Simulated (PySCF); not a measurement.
**`C#CC1=CC2(C=C1)CCC2`, C₁₀H₁₀**

Molfile (atoms numbered from 1):
```
C10H10
     RDKit          3D

 20 21  0  0  0  0  0  0  0  0999 V2000
    4.3435    0.5065   -0.8134 C   0  0  0  0  0  0  0  0  0  0  0  0
    3.1832    0.3143   -0.5125 C   0  0  0  0  0  0  0  0  0  0  0  0
    1.8341    0.0661   -0.1399 C   0  0  0  0  0  0  0  0  0  0  0  0
    0.7240    0.6881   -0.6148 C   0  0  0  0  0  0  0  0  0  0  0  0
   -0.4894    0.1257    0.0405 C   0  0  0  0  0  0  0  0  0  0  0  0
    0.0751   -0.9125    0.9654 C   0  0  0  0  0  0  0  0  0  0  0  0
    1.4151   -0.9413    0.8561 C   0  0  0  0  0  0  0  0  0  0  0  0
   -1.6802   -0.3856   -0.8318 C   0  0  0  0  0  0  0  0  0  0  0  0
   -2.6579    0.1750    0.2126 C   0  0  0  0  0  0  0  0  0  0  0  0
   -1.5238    1.0798    0.7189 C   0  0  0  0  0  0  0  0  0  0  0  0
    5.3679    0.6820   -1.0852 H   0  0  0  0  0  0  0  0  0  0  0  0
    0.7036    1.4807   -1.3639 H   0  0  0  0  0  0  0  0  0  0  0  0
   -0.5367   -1.5364    1.6193 H   0  0  0  0  0  0  0  0  0  0  0  0
    2.1092   -1.5861    1.3963 H   0  0  0  0  0  0  0  0  0  0  0  0
   -1.7288    0.1784   -1.7751 H   0  0  0  0  0  0  0  0  0  0  0  0
   -1.6985   -1.4609   -1.0604 H   0  0  0  0  0  0  0  0  0  0  0  0
   -2.9427   -0.5830    0.9579 H   0  0  0  0  0  0  0  0  0  0  0  0
   -3.5749    0.6596   -0.1530 H   0  0  0  0  0  0  0  0  0  0  0  0
   -1.4101    1.2415    1.8004 H   0  0  0  0  0  0  0  0  0  0  0  0
   -1.5282    2.0566    0.2128 H   0  0  0  0  0  0  0  0  0  0  0  0
  1  2  3  0
  2  3  1  0
  3  4  2  0
  4  5  1  0
  5  6  1  0
  6  7  2  0
  5  8  1  0
  8  9  1  0
  9 10  1  0
  7  3  1  0
 10  5  1  0
  1 11  1  0
  4 12  1  0
  6 13  1  0
  7 14  1  0
  8 15  1  0
  8 16  1  0
  9 17  1  0
  9 18  1  0
 10 19  1  0
 10 20  1  0
M  END
```

Theory: PySCF, TDDFT CAM-B3LYP/aug-cc-pVDZ excited states, vertical, gas phase. Geometry: PBE0-D3(BJ)/def2-SVP.

Task: Give the one- and two-photon strengths of the lowest singlets.

Result: δ for parallel linear polarisation; σ at the peak of a Lorentzian of half width 0.1 eV, single beam; Ω is circular over linear.
| state | E (eV) | f | photon λ (nm) | δ (au) | σ (GM) | Ω | main |
| --- | --- | --- | --- | --- | --- | --- | --- |
| S1 | 4.41 | 0.053 | 562 | 9.36 | 0.07 | 0.52 | HOMO→LUMO 0.95 |
| S2 | 5.35 | 0.000 | 463 | <0.1 | 0.00 | – | HOMO−2→LUMO 0.81 |
| S3 | 5.65 | 0.004 | 439 | 125 | 1.46 | 1.50 | HOMO→LUMO+1 0.58, HOMO→LUMO+2 0.22 |
| S4 | 5.70 | 0.280 | 435 | 88.2 | 1.05 | 1.35 | HOMO−1→LUMO 0.88 |
| S5 | 5.92 | 0.000 | 419 | 3.77 | 0.05 | 1.50 | HOMO→LUMO+11 0.38, HOMO→LUMO+12 0.14 |
| S6 | 6.05 | 0.006 | 410 | 33.9 | 0.45 | 1.50 | HOMO→LUMO+3 0.71 |

Among these, the strongest one-photon state is S4, the strongest two-photon state S3, with a dipole change of 0.8 D (relaxed, norm of the difference vector).
